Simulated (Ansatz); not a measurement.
(HBAsH)3 ring (B3As3H6). Total charge 0; singlet. Geometry PBE-D4/def2-SVP; atoms count from 1.

Cartesian coordinates in Å:
```
B -0.1576 0.9699 1.2224
H 0.1947 2.1037 1.4829
As -1.7360 0.7835 -0.0101
B -0.5891 -0.0208 -1.4534
H -0.4412 0.6437 -2.4604
As 0.4007 -1.8020 -1.4288
B 0.1680 -1.5152 0.5339
H -0.9507 -1.8893 0.8528
As 0.9641 -0.5087 2.0642
H -1.8336 2.2244 -0.5279
H 1.7302 -1.0915 -1.7498
H 2.2502 0.1022 1.4741
```

(1) Estimate the Mulliken populations from the PBE0/def2-TZVP orbitals of Ansatz.

(2) And the Mayer bond orders between heavy atoms (over 0.3)?

Results:

(1) 
```
atom  charge (e)
  B1       -0.14
  H2        0.06
 As3        0.01
  B4       -0.14
  H5        0.06
 As6        0.02
  B7       -0.08
  H8        0.05
 As9        0.02
 H10        0.04
 H11        0.04
 H12        0.04
```
Mulliken values depend strongly on the basis.

(2) B1–As3 1.12 (2.01 Å); B1–As9 1.10 (2.04 Å); As3–B4 1.12 (2.01 Å); B4–As6 1.10 (2.04 Å); As6–B7 1.09 (2.00 Å); B7–As9 1.09 (2.00 Å).
